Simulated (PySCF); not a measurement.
Spectrum to structure. Level of theory: TDDFT B3LYP/def2-SVPD, vertical, gas phase, core orbitals frozen in the response (PySCF 2.14.0, density-fitted response routines). Geometries: GFN2-xTB, one conformer each.

| state | E (eV) | f |
| --- | --- | --- |
| S1 | 6.64 | 0.0025 |
| S2 | 6.97 | 0.012 |
| S3 | 7.19 | 0.030 |
| S4 | 7.47 | 0.026 |
| S5 | 7.66 | 0.013 |
| S6 | 7.74 | 0.0026 |
| S7 | 7.85 | 0.0061 |
| S8 | 7.89 | 0.024 |

Task: Which structure fits? All have the formula C5H9NOSi.
A. `COC[C@]1(C#N)C[SiH2]1`
B. `C#C[Si@@](C)(N)OC=C`
C. `N#CC[C@@H]1CCO[SiH2]1`

Result: C. Its S1, at 6.64 eV, is the highest among the candidates; the nearest of the others has S1 at 5.77 eV. S1 is HOMO→LUMO (91%). Löwdin shares by element: HOMO oxygen 48%, carbon 12% or more, silicon 10%, hydrogen 8% or more (atoms not listed hold the other 22%); LUMO silicon 34%, hydrogen 22% or more, oxygen 9% (atoms not listed hold the other 36%). At the same level the other candidates give, for their lowest levels:
- `C#C[Si@@](C)(N)OC=C`: 5.50 eV (f 0.004); 5.81 eV (f 0.022); 6.02 eV (f 0.016); 6.11 eV (f 0.010); 6.20 eV (f 0.015); T1 4.34 eV; HOMO -6.57, LUMO -0.31 eV
- `COC[C@]1(C#N)C[SiH2]1`: 5.77 eV (f 0.173); 6.18 eV (f 0.003); 6.39 eV (f 0.036); 6.46 eV (f 0.037); 6.51 eV (f 0.013); T1 4.58 eV; HOMO -7.06, LUMO -0.76 eV
Triplets come from the Tamm–Dancoff approximation.
